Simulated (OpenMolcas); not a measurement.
# W V: effect of the active space

```
Program             : OpenMolcas 26.06
Method              : XMS-CASPT2, IPEA 0.25 Eh, imaginary shift 0.1 Eh
Basis               : ANO-RCC-VTZP
Scalar Hamiltonian  : DKH2, point nucleus
Spin-orbit coupling : RASSI with atomic mean-field integrals over the reference wave functions, term energies averaged over their components
```

A. 2 electrons in 5 orbitals (5d); 2S+1 = 3 even, 10 roots; 2S+1 = 1 even, 15 roots; closed shells correlated: 5s 5p; CASPT2 step roughly 3 core-seconds
B. 2 electrons in 10 orbitals (5d 6d); 2S+1 = 3 even, 10 roots; 2S+1 = 1 even, 15 roots; closed shells correlated: 5s 5p; CASPT2 step roughly 70 core-seconds

Energies in cm-1 above 5d2 3F2, the measured ground level; measured values from the list in J. Phys. B 45, 065001 (2012).

```json
{"Level": "5d2 3F2", "A": "0.0", "B": "0.0", "Measured": "0.0"}
{"Level": "5d2 3F3", "A": "6440", "B": "6480", "Measured": ""}
{"Level": "5d2 3F4", "A": "11840", "B": "11910", "Measured": "11519"}
{"Level": "5d2 3P0", "A": "13290", "B": "13570", "Measured": "12839"}
{"Level": "5d2 1D2 [58 %]", "A": "14040", "B": "14100", "Measured": "13742"}
{"Level": "5d2 3P1", "A": "16960", "B": "17130", "Measured": "16331"}
{"Level": "5d2 1G4", "A": "23260", "B": "23360", "Measured": "22346"}
{"Level": "5d2 3P2 [67 %]", "A": "23310", "B": "23410", "Measured": "22615"}
{"Level": "5d2 1S0", "A": "44340", "B": "44870", "Measured": "43110"}
```

Deviations, from unrounded energies. A percentage is the sum of absolute deviations over the sum of measured energies, with the sign that they share, or ± where signs differ.

```json
{"Against measurement": "mean absolute deviation (cm-1)", "Levels": "7", "A": "650", "B": "830"}
{"Against measurement": "fine structure of the ground term (%)", "Levels": "1", "A": "+2.8", "B": "+3.4"}
{"Against measurement": "other terms of the ground configuration (%)", "Levels": "6", "A": "+3.2", "B": "+4.2"}
```

A lies closest to measurement on these levels. The largest miss of A in the table is 5d2 1S0, by +1200 cm-1. The ranking rests on the paired levels alone, and a cruder setting can come out closer through cancelling errors.

Between A and B the level of the table that moves most is 5d2 1S0, by 530 cm-1 (lowest in A, highest in B). Moves below CASPT2's spread within the term are not significant.

Term energies are means over components that CASPT2 splits; among the terms shown or strongly mixed into the levels shown the widest spread is 510 cm-1 (5d2 3F, B). Active for correlation alone: 6d; no level in the range computed is led by a configuration that fills it, so any true level of that kind is missing (holds for B). Measured partners are found by configuration, term and J. A level has none where our copy of the source lacks it or the pairing is in doubt (some pairs that miss far off the trend of their configuration count as doubtful), and it then counts in no deviation. Only configurations of the active space appear.

A share in square brackets marks a mixed level and gives the weight of the term that names it, the lowest over the columns.
